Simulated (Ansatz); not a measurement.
CH₅NSiTe, SMILES `C1N[SiH2][Te]1`. Total charge 0; spin multiplicity 1. Correlated methods include outer-core shells of Te, which these sets cover unevenly. Te: def2 effective core potential.

```xyz
9

C    -0.3049   -0.3364   -1.1955
N    -0.5248   -0.5005    0.2235
Si    0.5157    0.5335    1.1105
Te    1.2787    1.1810   -1.1650
H    -1.1657    0.0630   -1.7364
H     0.0735   -1.2316   -1.6941
H    -1.2287   -1.1535    0.5255
H    -0.1493    1.5827    1.9331
H     1.5054   -0.1383    1.9983
```

(1) Give the diagnostics of a CCSD(T)/def2-TZVPP run (frozen core, the Gaussian-basis code of Ansatz). (An estimate is asked.)

Answers

(1) The calculation gave: T1 = 0.0108, largest single amplitude 0.014, largest double 0.044, (T) share of the correlation energy 3.4 %, 9 CCSD cycles. The RHF solution is stable towards an unrestricted one. T1 lies under the customary mark of 0.02 for closed shells.
